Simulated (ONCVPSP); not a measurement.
LDA (Perdew-Zunger) ONCV dataset for Rb, scalar-relativistic all-electron reference.

The input file (ONCVPSP 4.0.1):

```
# ATOM AND REFERENCE CONFIGURATION
# atsym  z   nc   nv     iexc    psfile
  Rb 37.00    6    3        3      upf
#
#   n    l    f
    1    0    2.00
    2    0    2.00
    2    1    6.00
    3    0    2.00
    3    1    6.00
    3    2   10.00
    4    0    2.00
    4    1    6.00
    5    0    1.00
#
# PSEUDOPOTENTIAL AND OPTIMIZATION
# lmax
    2
#
#   l,   rc,      ep,       ncon, nbas, qcut
    0    2.35    0.00    3    8    4.10
    1    2.50    0.00    4    8    6.80
    2    2.20    0.02    5    8    3.90
#
# LOCAL POTENTIAL
# lloc, lpopt,  rc(5),   dvloc0
    4    5    1.65    3.00
#
# VANDERBILT-KLEINMAN-BYLANDER PROJECTORs
# l, nproj, debl
    0    2    2.70
    1    1    3.40
    2    3    2.90
#
# MODEL CORE CHARGE
# icmod, fcfact, rcfact
    1    0.45    0.00
#
# LOG DERIVATIVE ANALYSIS
# epsh1, epsh2, depsh
   -3.00    5.00    0.02
#
# OUTPUT GRID
# rlmax, drl
    6.00    0.01
#
# TEST CONFIGURATIONS
# ncnf
    4
# nvcnf
#   n    l    f
    3
    4    0    2.00
    4    1    6.00
    5    0    0.00
#
    3
    4    0    2.00
    4    1    6.00
    5    0    0.50
#
    4
    4    0    2.00
    4    1    6.00
    5    0    0.00
    5    1    1.00
#
    3
    4    0    2.00
    4    1    5.00
    5    0    1.00
#
```

Command:

```bash
oncvpsp.x < Rb.dat > Rb.out
```

The program printed (shortened: citation, most of the input echo, consistency checks and plot data are left out):

```
ONCVPSP  (Optimized Norm-Conservinng Vanderbilt PSeudopotential)
scalar-relativistic version 4.0.1

#   n    l    f        energy (Ha)
    1    0    2.00    -5.5161131E+02
    2    0    2.00    -7.3700255E+01
    2    1    6.00    -6.5393768E+01
    3    0    2.00    -1.0914509E+01
    3    1    6.00    -8.2509266E+00
    3    2   10.00    -3.8297592E+00
    4    0    2.00    -1.1747200E+00
    4    1    6.00    -5.8912649E-01
    5    0    1.00    -8.6925858E-02

Reference configufation results
  iterations    25
  all-electron total energy (Ha)   -2.97764428D+03

Begin loop to  construct optimized pseudo wave functions
and semi-local pseudopoentials for all angular momenta

Calculating optimized projector #   1

 for l=   0

    Fraction of norm inside rc  0.941347
    Optimizing pswf for qcut=   4.09 a_B^-1,  ecut=   8.38 Ha
    Residual kinetic energy error=  1.52D-05 Ha

    Energy error per electron        Cutoff
         Ha          eV             Ha
         0.01000     0.27211        2.31
         0.00100     0.02721        3.52
         0.00010     0.00272        6.69
         0.00001     0.00027       11.76

Calculating optimized projector #   2

 for l=   0

    Fraction of norm inside rc  0.039766
    Optimizing pswf for qcut=   4.09 a_B^-1,  ecut=   8.38 Ha
    Residual kinetic energy error=  1.31D-05 Ha

    Energy error per electron        Cutoff
         Ha          eV             Ha
         0.01000     0.27211        1.60
         0.00100     0.02721        2.72
         0.00010     0.00272        6.49
         0.00001     0.00027        9.38

Calculating optimized projector #   1

 for l=   1

    Fraction of norm inside rc  0.875838
    Optimizing pswf for qcut=   6.80 a_B^-1,  ecut=  23.09 Ha
    Residual kinetic energy error=  2.92D-09 Ha

    Energy error per electron        Cutoff
         Ha          eV             Ha
         0.01000     0.27211        5.04
         0.00100     0.02721        6.79
         0.00010     0.00272        8.43
         0.00001     0.00027       10.96

   Wellstate for l =  2  n =  4
     eigenvalue =   0.0200
     asymptotic potential =   0.5200
     half-point radius = 15.3870

   Wellstate for l =  2  n =  6
     eigenvalue =   2.9200
     asymptotic potential =   3.4200
     half-point radius =  3.5977

   Wellstate for l =  2  n =  8
     eigenvalue =   5.8200
     asymptotic potential =   6.3200
     half-point radius =  4.0562

Calculating optimized projector #   1

 for l=   2

    Fraction of norm inside rc  0.110839
    Optimizing pswf for qcut=   3.90 a_B^-1,  ecut=   7.60 Ha
    Residual kinetic energy error=  7.54D-04 Ha

    Energy error per electron        Cutoff
         Ha          eV             Ha
         0.01000     0.27211        4.14
         0.00100     0.02721        7.20
         0.00010     0.00272       18.10
         0.00001     0.00027       39.95

Calculating optimized projector #   2

 for l=   2

    Fraction of norm inside rc  0.200031
    Optimizing pswf for qcut=   3.90 a_B^-1,  ecut=   7.60 Ha
    Residual kinetic energy error=  5.33D-02 Ha

    Energy error per electron        Cutoff
         Ha          eV             Ha
         0.01000     0.27211       10.04
         0.00100     0.02721       19.98
         0.00010     0.00272       45.71
         0.00001     0.00027       56.07

Calculating optimized projector #   3

 for l=   2

    Fraction of norm inside rc  0.123866
    Optimizing pswf for qcut=   3.90 a_B^-1,  ecut=   7.60 Ha
    Residual kinetic energy error=  6.35D-01 Ha

    Energy error per electron        Cutoff
         Ha          eV             Ha
         0.01000     0.27211       12.32
         0.00100     0.02721       16.88
         0.00010     0.00272       30.10
         0.00001     0.00027       72.93

Construct Vanderbilt / Kleinmman-Bylander projectors

B matrix Hermiticity error, ll=   0
   1   2    4.5354E-05

  Orthonormal projector coefficients -2.0625E+01  1.1284E+00

B matrix Hermiticity error, ll=   2
   1   2   -6.4435E-05
   1   3   -3.4677E-05
   2   3   -1.9711E-04

  Orthonormal projector coefficients  1.9344E+00 -1.0580E+00 -8.9270E-01

Model core correction analysis
  based on d2Exc/dn_idn_j

d2excae - all-electron derivatives

   -2.824736D-02   -2.409299D-02   -1.126826D-03
   -2.409270D-02   -2.242785D-02   -1.025600D-03
   -1.126812D-03   -1.025605D-03   -1.072355D-04

d2excps - pseudofunction derivatives with no core correction

   -4.036578D-02   -2.858962D-02   -1.944161D-03
   -2.859028D-02   -2.606310D-02   -1.271962D-03
   -1.944467D-03   -1.271970D-03   -1.603464D-04

rms 2nd derivative error    4.737318E-03

Polynomial model core charge

d2excps - pseudofunction derivatives with core correction

   -2.491045D-02   -2.221242D-02   -1.008908D-03
   -2.221230D-02   -2.258822D-02   -9.209749D-04
   -1.008907D-03   -9.209907D-04   -1.020637D-04

rms 2nd derivative error    1.425281E-03

Pseudoatom total energy  -24.723928

Diagnostic tests using Vanderbilt-Kleinman-Bylander pseudopotentials
  1 or more projectors used as specified by nproj input data

   l    rcore       rmatch      e in        delta e   norm test  slope test

   0   2.3631613   2.4349120  -1.1747200   0.0000184   0.9997267   0.9997345
   0   2.3631613   2.4349120  -0.0869259   0.0000019   1.0000628   1.0000269

   1   2.5088412   2.5850151  -0.5891265  -0.0000005   0.9999982   1.0000014

   2   2.2126646   2.2798459   0.0200000   0.0000026   1.0000588   1.0000588
   2   2.2126646   2.2798459   2.9200000   0.0000430   1.0001720   1.0001720
   2   2.2126646   2.2798459   5.8200000   0.0000091   1.0003229   1.0003229

 Testing for bound ghosts
   n   l    E NL Schr. Eq   E Basis Diag.   E Cutoff

       0                      -13.086897     47.29  WARNING - GHOST(-)
   1   0       -1.174702       -1.174714     47.29
   2   0       -0.086924       -0.043058     47.29

   2   1       -0.589127       -0.589099     35.48

   3   2       -0.000954        0.061998     90.14

 Testing for highly-localized positive-energy ghosts
       l    <radius>/rc     E Basis Diag.   E Cutoff

       0        0.393139        6.448141     47.29  WARNING - GHOST(+)

Test configuration 0

   n   l     f        eae           eps        diff
   1   0  2.0000 -551.61130625
   2   0  2.0000  -73.70025460
   2   1  6.0000  -65.39376832
   3   0  2.0000  -10.91450853
   3   1  6.0000   -8.25092657
   3   2 10.0000   -3.82975925
   4   0  2.0000   -1.17472005   -1.17470164    1.84D-05
   4   1  6.0000   -0.58912649   -0.58912703   -5.42D-07
   5   0  1.0000   -0.08692586   -0.08692394    1.92D-06

    Total energies and differences
      AE_ref= -2.97764428D+03  AE_tst= -2.97764428D+03  dif=  0.00D+00
      PS_ref= -2.47239283D+01  PS_tst= -2.47239283D+01  dif=  3.55D-15
      PSP excitation error= -3.55D-15

Test configuration 1

   n   l     f        eae           eps        diff
   1   0  2.0000 -551.82667569
   2   0  2.0000  -73.91553672
   2   1  6.0000  -65.60902084
   3   0  2.0000  -11.12967471
   3   1  6.0000   -8.46607166
   3   2 10.0000   -4.04487893
   4   0  2.0000   -1.38854973   -1.38900161   -4.52D-04
   4   1  6.0000   -0.80086109   -0.80089888   -3.78D-05

    Total energies and differences
      AE_ref= -2.97764428D+03  AE_tst= -2.97748710D+03  dif=  1.57D-01
      PS_ref= -2.47239283D+01  PS_tst= -2.45667321D+01  dif=  1.57D-01
      PSP excitation error= -1.58D-05

Test configuration 2

   n   l     f        eae           eps        diff
   1   0  2.0000 -551.71197612
   2   0  2.0000  -73.80088658
   2   1  6.0000  -65.49439028
   3   0  2.0000  -11.01509341
   3   1  6.0000   -8.35150350
   3   2 10.0000   -3.93032596
   4   0  2.0000   -1.27477797   -1.27496410   -1.86D-04
   4   1  6.0000   -0.68843146   -0.68846345   -3.20D-05
   5   0  0.5000   -0.15771161   -0.15772362   -1.20D-05

    Total energies and differences
      AE_ref= -2.97764428D+03  AE_tst= -2.97758331D+03  dif=  6.10D-02
      PS_ref= -2.47239283D+01  PS_tst= -2.46629544D+01  dif=  6.10D-02
      PSP excitation error= -4.00D-06

Test configuration 3

   n   l     f        eae           eps        diff
   1   0  2.0000 -551.66553001
   2   0  2.0000  -73.75458424
   2   1  6.0000  -65.44804154
   3   0  2.0000  -10.96889973
   3   1  6.0000   -8.30530188
   3   2 10.0000   -3.88412473
   4   0  2.0000   -1.22866239   -1.22834011    3.22D-04
   4   1  6.0000   -0.64185997   -0.64123664    6.23D-04
   5   1  1.0000   -0.05036075   -0.05041484   -5.41D-05

    Total energies and differences
      AE_ref= -2.97764428D+03  AE_tst= -2.97758473D+03  dif=  5.95D-02
      PS_ref= -2.47239283D+01  PS_tst= -2.46646267D+01  dif=  5.93D-02
      PSP excitation error=  2.47D-04

Test configuration 4

   n   l     f        eae           eps        diff
   1   0  2.0000 -552.08714635
   2   0  2.0000  -74.16965711
   2   1  6.0000  -65.86411142
   3   0  2.0000  -11.37840759
   3   1  6.0000   -8.71465704
   3   2 10.0000   -4.29279631
   4   0  2.0000   -1.58993495   -1.59353830   -3.60D-03
   4   1  5.0000   -0.98251608   -0.98317120   -6.55D-04
   5   0  1.0000   -0.30487028   -0.30489132   -2.10D-05

    Total energies and differences
      AE_ref= -2.97764428D+03  AE_tst= -2.97686380D+03  dif=  7.80D-01
      PS_ref= -2.47239283D+01  PS_tst= -2.39430767D+01  dif=  7.81D-01
      PSP excitation error= -3.68D-04
```

Note: ghosts flagged at negative energy: s at -356.1 eV; GHOST(+) flagged for s at 175.5 eV. A true bound ghost makes a file unfit for plane-wave use.

The run took about 3.4 s on one core of a shared server CPU.
